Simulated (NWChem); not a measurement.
# GaH$_{3}$; SMILES [GaH3]

All runs: NWChem. Pople sets run with spherical d functions. Coordinates come from a PBE-D3(BJ)/def2-SVP optimisation. Static field.

Question: Among these, which level gives the highest value of “anisotropy (bohr³)”?
A) PBE/aug-cc-pVTZ
B) PBE/def2-SVPD
C) PBE/def2-SVP
D) PBE/6-31G*

Answer: C, PBE/def2-SVP. Values: PBE/def2-SVPD 12.0; PBE/aug-cc-pVTZ 12.4; PBE/6-31G* 12.4; PBE/def2-SVP 14.4
